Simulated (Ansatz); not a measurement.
`[CH3][GeH]([OH])[F]` + `BN` → `B[NH][GeH]([CH3])[F]` + H₂O at 700 K and 1 bar (ligand exchange at a Ge–O bond).

Calculated with Ansatz (gas phase, PBE0-D4/def2-TZVP geometries, no zero-point term in ΔE). CCSD(T)/CBS adds triple-zeta CCSD(T) − MP2 to the extrapolated MP2 energy (def2 sets, frozen cores). This one scheme is used for every species. For Ge outer-core shells are correlated without core-valence functions, which leaves a few kJ/mol of doubt a bond. Scalar relativity is left out up to krypton. Each species was taken in one conformer, which may not be the lowest.

```json
{"species": "`[CH3][GeH]([OH])[F]`", "CCSD(T)/CBS energy (Eh)": "-2292.21807", "H − E (kJ/mol)": "229.5", "S (J/(mol·K))": "438.2"}
{"species": "`BN`", "CCSD(T)/CBS energy (Eh)": "-81.93499", "H − E (kJ/mol)": "163.7", "S (J/(mol·K))": "282.2"}
{"species": "`B[NH][GeH]([CH3])[F]`", "CCSD(T)/CBS energy (Eh)": "-2297.76421", "H − E (kJ/mol)": "312.4", "S (J/(mol·K))": "499.6"}
{"species": "H₂O", "CCSD(T)/CBS energy (Eh)": "-76.37941", "H − E (kJ/mol)": "80.5", "S (J/(mol·K))": "218.4"}
```

H − E and S are ideal-gas, rigid-rotor, harmonic terms from PBE0-D4/def2-TZVP, for one conformer and one mirror image of each species. 1 Eh = 2625.50 kJ/mol, R = 8.31446 J/(mol·K).

Question: By hand: ΔE, ΔH, ΔS and ΔG.

Answer: ΔE = (-2297.76421) + (-76.37941) − (-2292.21807) − (-81.93499) = 0.00944 Eh = 24.8 kJ/mol. Δ(H − E) = 312.4 + 80.5 − 229.5 − 163.7 = -0.3, so ΔH = 24.5 kJ/mol. ΔS = 499.6 + 218.4 − 438.2 − 282.2 = -2.4 J/(mol·K). ΔG = 24.5 − 700 × (-2.4)/1000 = 26.2 kJ/mol.

Question: By hand: the equilibrium constant, and the temperature at which ΔG would vanish if ΔH and ΔS stayed fixed.

Answer: log₁₀ K = −ΔG/(RT ln 10) = -2.0. ΔH and −TΔS have one sign here, so there is no such temperature.

The number of gas molecules stays the same, so ΔS is small and ΔH decides. A doubt of 5 kJ/mol in ΔE shifts log₁₀ K by 0.4 here. Other conformers and mirror images would add mixing entropy, several J/(mol·K) or more a flexible species. Modes under 60 cm⁻¹, often nearly free rotors, make the harmonic entropy too high. These are equilibria of isolated gas molecules and say nothing of rates. Largest T1 diagnostic: 0.012 (customary marks: 0.02 for closed shells, 0.045 for open ones).

ΔS is within the doubt of such terms, so its sign, and with it that verdict, could turn.
